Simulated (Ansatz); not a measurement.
F⁻ beside CO2: one fragment in the basis of the whole pair (the partner's atoms are ghosts).

in.yaml

```yaml
crystal:
  periodic: [false, false, false]
  atoms:
    - {symbol: F, position_ang: [0.216501, 0.345153, -1.260199]}
basis:
  gaussian:
    orbitals: "def2-TZVPPD.json"
    ghost_atoms:
      - {symbol: O, position_ang: [-0.702916, -1.045636, 0.214826]}
      - {symbol: C, position_ang: [-0.023017, -0.036694, 0.133977]}
      - {symbol: O, position_ang: [0.509433, 0.737178, 0.911396]}
total_charge: -1
hamiltonian: {xc: hse06}
```

The basis file named in the input lies beside it (Basis Set Exchange, JSON).

Run by:

```bash
ansatz run in.yaml --threads 2 --pin off --events-out ev --progress --plain --max-ram 5222MiB
```

Output of Ansatz 0.2.0:

```
Functional definition: HSE06
  name "HSE06"
  cite "Heyd, Scuseria & Ernzerhof, J. Chem. Phys. 118, 8207 (2003) doi:10.1063/1.1564060"
  cite "Krukau, Vydrov, Izmaylov & Scuseria, J. Chem. Phys. 125, 224106 (2006) doi:10.1063/1.2404663"
  cite "Heyd & Scuseria, J. Chem. Phys. 120, 7274 (2004) doi:10.1063/1.1668634"
  cite "Ernzerhof & Perdew, J. Chem. Phys. 109, 3313 (1998) doi:10.1063/1.476928"
  cite "Perdew, Burke & Ernzerhof, Phys. Rev. Lett. 77, 3865 (1996) doi:10.1103/PhysRevLett.77.3865"
  parent pbe
  parameter a = 0.25
  parameter omega = 0.11/bohr
  # The whole range is PBE's own exchange, as in plane waves. The composition of these papers is wPBEh.
  exchange = pbe_x - a*pbe_x_sr(omega) + a*exact_x_sr(omega)
  correlation = pbe_c
717 factors; their error is unknown
47 factors; integrals over basis functions are off by at most 1.8e-5 eV
mean field evaluation 1: about -2457.4319 eV, gradient 2.0e2 eV
mean field evaluation 2: about -2586.9657 eV, gradient 3.3e2 eV
mean field evaluation 4: about -2708.3457 eV, gradient 6.6e1 eV
mean field evaluation 8: about -2715.4720 eV, gradient 9.6e-2 eV
mean field -2715.48117852 eV, -99.7920926914 hartree, gradient 8.9e-5 eV, S^2 0.000000; 0 other end points of the search recorded, 0 dependent functions left out
reference -2715.48123253 eV, -99.7920946762 hartree; 5, 5 occupied and 152, 152 virtual orbitals, 717 factors
Total energy: -2715.48123253 eV, -99.7920946762 hartree
```

Hardware: 2 CPU threads of an Intel Xeon Platinum 8259CL, shared host. Wall time about 1.5 s.
